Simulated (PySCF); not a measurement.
PySCF input:

```python
from pyscf import gto, scf, dft

mol = gto.M(
    atom='''
    F    -0.31727713   -1.92210696    0.06729578
    As   -0.29154349    0.02051173    0.07326886
    F     1.44153628   -0.10142020   -0.36227777
    F    -0.05526635    1.94831749    0.02632949
    ''',
    basis='def2-tzvpd',
    charge=-1,
    spin=1,
    verbose=4,
)

mf = scf.UHF(mol).density_fit(auxbasis='def2-universal-jkfit')
mf.conv_tol = 1e-9
mf.max_cycle = 100
mf.max_memory = 1500
mf.kernel()
if not mf.converged:
    mf = mf.newton()
    mf.kernel(mf.make_rdm1())
for _ in range(2):
    mo, _, stable, _ = mf.stability(return_status=True)
    if stable:
        break
    mf.kernel(mf.make_rdm1(mo, mf.mo_occ))
mf.analyze()
```

**Question.** Predict the final energy.

**Answer.** -2532.72875 Eh (HF/def2-TZVPD).
